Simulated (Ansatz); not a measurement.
System: sum formula AlNH$_{2}$Cl$_{2}$ (charge 0, singlet). 
Structure (B3LYP-D3(BJ)/def2-TZVP (Ansatz, a quantum-chemistry and plane-wave program) minimum search):
SMILES: [NH2][Al]([Cl])[Cl]
```xyz
6

N     -2.0698    -0.2339     0.0098
Al    -0.3309    -0.0374     0.0016
Cl     0.5045     1.8721    -0.1477
Cl     0.9109    -1.7122     0.1410
H     -2.7288     0.5255    -0.0538
H     -2.5421    -1.1211     0.0789
```

Quantity: atomisation energy (electronic, to ground-state atoms), in eV. Correlated levels leave the core frozen unless marked. UHF or UKS for open shells. No spin-orbit coupling. No relativistic terms. The coupled-cluster limit lacks core correlation, which all-electron functionals hold. CBS(X,Y): correlation extrapolated as X^-3; Hartree-Fock from the larger set (for Q and 5 zeta extrapolated as (X+1)exp(-9√X)).

```
level                                        program  atomisation energy (eV)  minus last row
------------------------------------  --------------  -----------------------  --------------
revPBE-D4/def2-TZVPD                  Ansatz + dftd4                    20.68           -0.55
r2SCAN/def2-TZVPD                             Ansatz                    21.10           -0.13
PBE0/def2-QZVPP                               Ansatz                    20.86           -0.37
BHLYP-D3(BJ)/def2-TZVPD               Ansatz + dftd3                    20.35           -0.88
CAM-B3LYP-D3(BJ)/def2-TZVPD           Ansatz + dftd3                    20.97           -0.26
LC-wPBE-D3(BJ)/def2-TZVPD             Ansatz + dftd3                    21.02           -0.21
B2PLYP-D3(BJ)/def2-TZVPD              Ansatz + dftd3                    20.83           -0.40
RI-MP2/CBS(cc-pV(T+d)Z,cc-pV(Q+d)Z)           Ansatz                    21.83            0.60
CCSD(T)/cc-pV(T+d)Z                           Ansatz                    20.34           -0.89
CCSD(T)/CBS(cc-pV(Q+d)Z,cc-pV(5+d)Z)          Ansatz                    21.23            0.00
```
